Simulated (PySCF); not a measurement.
# Molecular orbitals of ZnSi

r²SCAN at R = 2.379 Å; Zn def2-SVPD, Si def2-SVPD; no relativity (PySCF 2.14). State: ³Σ⁻ (triplet), unpaired electrons π ↑↑. Only the outer orbitals are listed, counted within each symmetry.

```csv
spin,orbital,occ.,ε (eV),on Zn (%),main shells (%)
α,11σ,1,-6.73,60,"60 Zn s, 27 Si p, 12 Si s"
α,5π,1,-4.72,13,"86 Si p, 12 Zn p"
α,5π,1,-4.72,13,"86 Si p, 12 Zn p"
α,12σ,0,-3.42,56,"41 Si p, 34 Zn p, 21 Zn s"
α,6π,0,-0.88,79,"78 Zn p, 13 Si p, 8 Si d"
α,6π,0,-0.88,79,"78 Zn p, 13 Si p, 8 Si d"
β,10σ,1,-9.85,37,"63 Si s, 20 Zn s, 12 Zn d"
β,11σ,1,-6.27,64,"61 Zn s, 19 Si p, 18 Si s"
β,12σ,0,-3.23,53,"42 Zn p, 41 Si p, 10 Zn s"
β,5π,0,-2.57,38,"62 Si p, 37 Zn p"
β,5π,0,-2.57,38,"62 Si p, 37 Zn p"
```

Task: Which are the highest filled and the lowest empty level, where do they sit, and how wide is the gap?

Result: Highest filled α 5π at -4.72 eV (in %: 86 Si p, 12 Zn p); lowest empty α 12σ at -3.42 eV (in %: 41 Si p, 34 Zn p, 21 Zn s); the gap at r²SCAN is 1.30 eV.

| Item | Value |
| --- | --- |
| bond order (Mayer) | 1.28 |
| ⟨S²⟩ | 2.020 |
| charge on Zn (Mulliken, basis-dependent) | 0.19 |
| charge on Zn (Löwdin, basis-dependent) | 0.29 |
| dipole moment (positive dipole means Zn(−)Si(+)) | -2.50 D |

The state was picked by a PBE0 search and need not be the measured ground state.
